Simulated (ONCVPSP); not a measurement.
**An all-electron radial function and its pseudo partner (F)**

Columns: radius, all-electron u(r) and pseudo u(r) of the 2s shell (level -29.85 eV) of fluorine in the configuration [He] 2s2 2p5; revPBE, non-relativistic, ONCV scheme, ONCVPSP 4.0.1.

```
r (bohr)  all-electron  pseudo
   0.070       -0.4348  0.0922
   0.140       -0.3780  0.1928
   0.210       -0.1368  0.3022
   0.280        0.1466  0.4153
   0.350        0.4086  0.5291
   0.420        0.6249  0.6470
   0.490        0.7895  0.7702
   0.560        0.9052  0.8869
   0.630        0.9780  0.9736
   0.700        1.0157  1.0156
   0.770        1.0259  1.0259
   0.840        1.0149  1.0149
   0.910        0.9886  0.9886
   0.980        0.9514  0.9514
   1.050        0.9068  0.9069
   1.120        0.8578  0.8578
   1.190        0.8063  0.8063
   1.260        0.7540  0.7540
   1.330        0.7020  0.7021
   1.400        0.6513  0.6513
   1.470        0.6024  0.6024
   1.540        0.5557  0.5557
   1.610        0.5114  0.5115
   1.680        0.4698  0.4698
   1.750        0.4308  0.4308
   1.820        0.3945  0.3945
```

**Question.** How many radial nodes do the two functions have?

**Answer.** The all-electron 2s function has n − l − 1 = 1; the pseudo-wave has 0, since the states of the same l below it are removed with the core.

**Question.** At about which radius was the pseudo-wave matched?

**Answer.** 0.70 bohr, where the columns begin to agree (steps of 0.07 bohr).

**Question.** Where does each function peak?

**Answer.** Outermost all-electron maximum near 0.77 bohr, pseudo maximum near 0.77 bohr (to the table’s step).

**Question.** Is the pseudo-wave norm-conserving?

**Answer.** Yes: the ONCV scheme keeps the norm inside the radius equal to the all-electron one, which fixes the energy derivative of the logarithmic derivative at the level.
